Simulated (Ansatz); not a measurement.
Steps of a relaxation of `FB(F)N[SiH3]` with RKS PBE0-D4/def2-TZVP.

```sh
$ ansatz run in.yaml --threads 2 --pin off --events-out ev --progress --plain --max-ram 4352MiB
```

```yaml
crystal:
  periodic: [false, false, false]
  atoms:
    - {symbol: F, position_ang: [2.689085, -0.740286, 0.146450]}
    - {symbol: B, position_ang: [1.351472, -0.781714, 0.102610]}
    - {symbol: F, position_ang: [0.759223, -1.984223, 0.173087]}
    - {symbol: N, position_ang: [0.562834, 0.386304, -0.013744]}
    - {symbol: Si, position_ang: [-1.207747, 0.423055, -0.075733]}
    - {symbol: H, position_ang: [1.062264, 1.277509, -0.060315]}
    - {symbol: H, position_ang: [-1.591051, 1.864337, -0.253536]}
    - {symbol: H, position_ang: [-1.725295, -0.386146, -1.230013]}
    - {symbol: H, position_ang: [-1.812286, -0.105137, 1.194095]}
basis:
  gaussian: {orbitals: def2-TZVP}
hamiltonian: {xc: pbe0, dispersion: d4}
relax: {f_tol: 0.005, max_steps: 150}
```

Positions (Å) and forces (eV/Å) along the path, 8 of 8 steps:

```xyz
9
step=1 energy=-15540.3476 eV
F     2.689   -0.740    0.146   -0.575   -0.056   -0.017
B     1.351   -0.782    0.103   -0.035    0.077   -0.006
F     0.759   -1.984    0.173    0.299    0.481   -0.026
N     0.563    0.386   -0.014   -0.035    0.026    0.003
Si   -1.208    0.423   -0.076    0.245    0.063    0.001
H     1.062    1.278   -0.060   -0.319   -0.567    0.028
H    -1.591    1.864   -0.254    0.097   -0.309    0.039
H    -1.725   -0.386   -1.230    0.152    0.173    0.253
H    -1.812   -0.105    1.194    0.171    0.111   -0.276
9
step=2 energy=-15540.3779 eV
F     2.670   -0.733    0.145   -0.211   -0.028   -0.004
B     1.340   -0.777    0.102    0.001    0.004   -0.005
F     0.757   -1.976    0.173    0.127    0.176   -0.007
N     0.553    0.382   -0.013   -0.149   -0.018   -0.001
Si   -1.204    0.425   -0.076    0.257    0.005    0.009
H     1.047    1.263   -0.060   -0.069   -0.142    0.007
H    -1.578    1.854   -0.252    0.011   -0.075    0.009
H    -1.704   -0.381   -1.221    0.014    0.047    0.060
H    -1.791   -0.103    1.185    0.019    0.031   -0.069
9
step=3 energy=-15540.3821 eV
F     2.662   -0.728    0.144    0.002    0.000   -0.007
B     1.336   -0.775    0.101    0.015   -0.018    0.023
F     0.762   -1.973    0.174    0.015   -0.001   -0.006
N     0.549    0.378   -0.013   -0.089   -0.004   -0.008
Si   -1.197    0.424   -0.076    0.051    0.009    0.000
H     1.041    1.256   -0.061    0.018    0.013   -0.001
H    -1.573    1.848   -0.250    0.001    0.012   -0.001
H    -1.703   -0.376   -1.217   -0.006   -0.006   -0.008
H    -1.789   -0.100    1.179   -0.006   -0.005    0.008
9
step=4 energy=-15540.3822 eV
F     2.663   -0.726    0.144   -0.001    0.001   -0.007
B     1.337   -0.776    0.101    0.032   -0.007    0.021
F     0.766   -1.976    0.174    0.001   -0.007   -0.005
N     0.548    0.376   -0.013   -0.084    0.012   -0.009
Si   -1.198    0.425   -0.076    0.045   -0.009    0.001
H     1.040    1.254   -0.061    0.018    0.003    0.000
H    -1.573    1.849   -0.250    0.004    0.014   -0.001
H    -1.704   -0.374   -1.217   -0.008   -0.004   -0.007
H    -1.790   -0.098    1.179   -0.008   -0.003    0.007
9
step=5 energy=-15540.3823 eV
F     2.664   -0.721    0.142   -0.003    0.005    0.019
B     1.338   -0.778    0.106    0.032    0.000   -0.059
F     0.775   -1.981    0.173   -0.012   -0.005    0.021
N     0.544    0.372   -0.012   -0.016    0.002    0.017
Si   -1.199    0.425   -0.076   -0.002    0.000    0.002
H     1.037    1.250   -0.061    0.007   -0.004    0.001
H    -1.566    1.852   -0.251   -0.001    0.003   -0.001
H    -1.709   -0.372   -1.218   -0.002    0.000   -0.001
H    -1.795   -0.095    1.179   -0.003   -0.001    0.000
9
step=6 energy=-15540.3824 eV
F     2.665   -0.717    0.144   -0.008    0.003   -0.006
B     1.339   -0.779    0.102    0.023    0.011    0.015
F     0.781   -1.983    0.176   -0.013   -0.002   -0.005
N     0.543    0.369   -0.013    0.015   -0.003   -0.003
Si   -1.200    0.426   -0.076   -0.017    0.000   -0.002
H     1.036    1.248   -0.061   -0.001   -0.010    0.000
H    -1.564    1.854   -0.250   -0.002   -0.003    0.001
H    -1.713   -0.369   -1.218    0.001    0.003    0.003
H    -1.798   -0.095    1.179    0.002    0.002   -0.004
9
step=7 energy=-15540.3824 eV
F     2.665   -0.718    0.143   -0.003    0.002   -0.001
B     1.339   -0.778    0.103    0.007    0.001    0.002
F     0.778   -1.982    0.176   -0.003   -0.001    0.000
N     0.544    0.370   -0.013   -0.003    0.000    0.000
Si   -1.200    0.426   -0.076   -0.003   -0.001    0.000
H     1.037    1.248   -0.061    0.001   -0.001    0.000
H    -1.566    1.853   -0.250    0.001    0.000    0.000
H    -1.712   -0.370   -1.218    0.001    0.001    0.000
H    -1.797   -0.095    1.178    0.001    0.000    0.000
9
step=8 energy=-15540.3824 eV
F     2.665   -0.718    0.143    0.000    0.000    0.000
B     1.339   -0.778    0.103    0.001    0.000    0.000
F     0.778   -1.982    0.176   -0.001   -0.001    0.001
N     0.543    0.370   -0.013    0.000   -0.001    0.001
Si   -1.200    0.426   -0.076    0.001    0.000    0.000
H     1.037    1.248   -0.061    0.001    0.000    0.000
H    -1.565    1.853   -0.249    0.000    0.000    0.000
H    -1.712   -0.370   -1.218   -0.001    0.000    0.000
H    -1.797   -0.095    1.178    0.000    0.000   -0.001
```

Run time 33 s (2 threads of an Arm Neoverse V2 on a shared host); peak host memory 0.4 GiB.
